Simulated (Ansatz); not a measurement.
`F[SiH]1BO1`, charge 0, multiplicity 1.

Q: Give a relaxed structure at PBE0-D4/def2-TZVP (Ansatz 0.2.0). (Best estimate.)

A: Computed: 
Z-matrix (Å, degrees):
```
Si
B 1 1.884
O 1 1.720 2 43.8
F 1 1.591 2 123.0 3 89.0
H 1 1.475 2 130.0 3 -80.2
H 2 1.189 1 167.6 3 -174.0
```
